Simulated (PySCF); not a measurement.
C₅H₇F, SMILES CC1=CC[C@@H]1F. Atoms are numbered in the order given.

```xyz
13

C      2.0240    -0.1518     0.5453
C      0.5903     0.2065     0.3908
C     -0.3609     0.8245     1.1364
C     -1.4822     0.6131     0.1336
C     -0.3616     0.0145    -0.7757
F     -0.5537    -1.2886    -1.2128
H      2.1636    -1.2462     0.4152
H      2.4159     0.1353     1.5404
H      2.6477     0.3394    -0.2327
H     -0.3309     1.3376     2.1115
H     -2.0155     1.5093    -0.2516
H     -2.2285    -0.1571     0.4188
H     -0.1264     0.6383    -1.6694
```

Geometry optimised at PBE-D3(BJ)/def2-SVP. The structure was generated by enumeration; whether it is a known compound was not checked.

Calculation: PBE-D3(BJ)/def2-SVP (PySCF).

Harmonic, unscaled wavenumbers; measured fundamentals usually lie a few per cent lower.

Computed harmonic wavenumbers and intensities:
```json
[
 {"mode": "1", "ν (cm⁻¹)": "145", "IR (km/mol)": "0.8", "moving atoms (share of kinetic energy)": "H 89 %"},
 {"mode": "2", "ν (cm⁻¹)": "181", "IR (km/mol)": "2.5", "moving atoms (share of kinetic energy)": "C 47 %, H 31 %, F 22 %"},
 {"mode": "3", "ν (cm⁻¹)": "207", "IR (km/mol)": "1.1", "moving atoms (share of kinetic energy)": "C 40 %, H 34 %, F 26 %"},
 {"mode": "4", "ν (cm⁻¹)": "300", "IR (km/mol)": "2.7", "moving atoms (share of kinetic energy)": "C 58 %, H 34 %"},
 {"mode": "5", "ν (cm⁻¹)": "416", "IR (km/mol)": "3.5", "moving atoms (share of kinetic energy)": "C 46 %, H 32 %, F 22 %"},
 {"mode": "6", "ν (cm⁻¹)": "559", "IR (km/mol)": "4.0", "moving atoms (share of kinetic energy)": "C 51 %, F 25 %, H 24 %"},
 {"mode": "7", "ν (cm⁻¹)": "651", "IR (km/mol)": "1.6", "moving atoms (share of kinetic energy)": "C 71 %, H 27 %"},
 {"mode": "8", "ν (cm⁻¹)": "760", "IR (km/mol)": "3.9", "moving atoms (share of kinetic energy)": "H 54 %, C 36 %, F 9 %"},
 {"mode": "9", "ν (cm⁻¹)": "842", "IR (km/mol)": "26.2", "moving atoms (share of kinetic energy)": "H 68 %, C 27 %"},
 {"mode": "10", "ν (cm⁻¹)": "910", "IR (km/mol)": "14.0", "moving atoms (share of kinetic energy)": "C 56 %, H 44 %"},
 {"mode": "11", "ν (cm⁻¹)": "920", "IR (km/mol)": "3.1", "moving atoms (share of kinetic energy)": "H 53 %, C 45 %"},
 {"mode": "12", "ν (cm⁻¹)": "945", "IR (km/mol)": "12.8", "moving atoms (share of kinetic energy)": "H 71 %, C 29 %"},
 {"mode": "13", "ν (cm⁻¹)": "1003", "IR (km/mol)": "4.0", "moving atoms (share of kinetic energy)": "H 54 %, C 45 %"},
 {"mode": "14", "ν (cm⁻¹)": "1009", "IR (km/mol)": "0.1", "moving atoms (share of kinetic energy)": "C 57 %, H 43 %"},
 {"mode": "15", "ν (cm⁻¹)": "1055", "IR (km/mol)": "16.6", "moving atoms (share of kinetic energy)": "H 55 %, C 38 %"},
 {"mode": "16", "ν (cm⁻¹)": "1111", "IR (km/mol)": "78.9", "moving atoms (share of kinetic energy)": "C 47 %, H 38 %, F 15 %"},
 {"mode": "17", "ν (cm⁻¹)": "1154", "IR (km/mol)": "7.5", "moving atoms (share of kinetic energy)": "H 58 %, C 41 %"},
 {"mode": "18", "ν (cm⁻¹)": "1175", "IR (km/mol)": "5.5", "moving atoms (share of kinetic energy)": "H 58 %, C 42 %"},
 {"mode": "19", "ν (cm⁻¹)": "1207", "IR (km/mol)": "5.2", "moving atoms (share of kinetic energy)": "C 50 %, H 49 %"},
 {"mode": "20", "ν (cm⁻¹)": "1274", "IR (km/mol)": "5.1", "moving atoms (share of kinetic energy)": "C 57 %, H 42 %"},
 {"mode": "21", "ν (cm⁻¹)": "1318", "IR (km/mol)": "43.8", "moving atoms (share of kinetic energy)": "H 71 %, C 28 %"},
 {"mode": "22", "ν (cm⁻¹)": "1339", "IR (km/mol)": "6.4", "moving atoms (share of kinetic energy)": "H 61 %, C 39 %"},
 {"mode": "23", "ν (cm⁻¹)": "1392", "IR (km/mol)": "10.3", "moving atoms (share of kinetic energy)": "H 96 %"},
 {"mode": "24", "ν (cm⁻¹)": "1398", "IR (km/mol)": "1.7", "moving atoms (share of kinetic energy)": "H 90 %, C 10 %"},
 {"mode": "25", "ν (cm⁻¹)": "1406", "IR (km/mol)": "20.6", "moving atoms (share of kinetic energy)": "H 91 %, C 9 %"},
 {"mode": "26", "ν (cm⁻¹)": "1677", "IR (km/mol)": "9.8", "moving atoms (share of kinetic energy)": "C 94 %"},
 {"mode": "27", "ν (cm⁻¹)": "2956", "IR (km/mol)": "30.4", "moving atoms (share of kinetic energy)": "H 93 %"},
 {"mode": "28", "ν (cm⁻¹)": "2960", "IR (km/mol)": "28.6", "moving atoms (share of kinetic energy)": "H 96 %"},
 {"mode": "29", "ν (cm⁻¹)": "2975", "IR (km/mol)": "44.2", "moving atoms (share of kinetic energy)": "H 95 %"},
 {"mode": "30", "ν (cm⁻¹)": "3030", "IR (km/mol)": "8.0", "moving atoms (share of kinetic energy)": "H 91 %, C 9 %"},
 {"mode": "31", "ν (cm⁻¹)": "3038", "IR (km/mol)": "13.6", "moving atoms (share of kinetic energy)": "H 90 %, C 10 %"},
 {"mode": "32", "ν (cm⁻¹)": "3072", "IR (km/mol)": "9.3", "moving atoms (share of kinetic energy)": "H 91 %, C 9 %"},
 {"mode": "33", "ν (cm⁻¹)": "3115", "IR (km/mol)": "13.7", "moving atoms (share of kinetic energy)": "H 91 %, C 9 %"}
]
```
